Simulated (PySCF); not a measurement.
**How methods differ on the ionisation energy of Tm(63+)**

Tm(63+) [He] 2s2 2p2 (3P) → Tm(64+) [He] 2s2 2p1 (2P), as a difference of total energies. Computed with PySCF 2.14 in an uncontracted even-tempered set (19 s from 40 bohr⁻², ratio 2.2; 13 p from 52 bohr⁻², ratio 2.2; 5 d from 200 bohr⁻², ratio 2.4; 5 f from 290 bohr⁻², ratio 2.4; 4 g from 440 bohr⁻², ratio 2.4), with the spin-free X2C one-electron Hamiltonian (Gaussian nucleus). Correlated levels: nothing frozen; virtual orbitals above 40 to 60 times the deepest correlated orbital energy dropped. The calculations carry no spin-orbit coupling.

| method | ionisation energy (eV) |
| --- | --- |
| UHF | 14996.9 |
| LDA | 14989.1 |
| PBE | 14994.5 |
| PBE0 | 14995.3 |
| r2SCAN | 15000.5 |
| revPBE | 14994.0 |
| BP86 | 14996.5 |
| MP2 (all electrons) | 14996.8 |
| SCS-MP2 (all electrons) | 14996.4 |

Spin-orbit coupling is strong in these open shells (close to jj coupling). The scalar numbers leave it out and a first-order estimate fails, so it can dominate the gap to the real levels.

For this ion Breit and QED terms and the two-electron picture change, all absent here, outweigh the differences among the correlated methods.

For comparison: 15663 ± 19 eV (theoretical estimate listed by NIST; NIST Atomic Spectra Database, ionization energies).
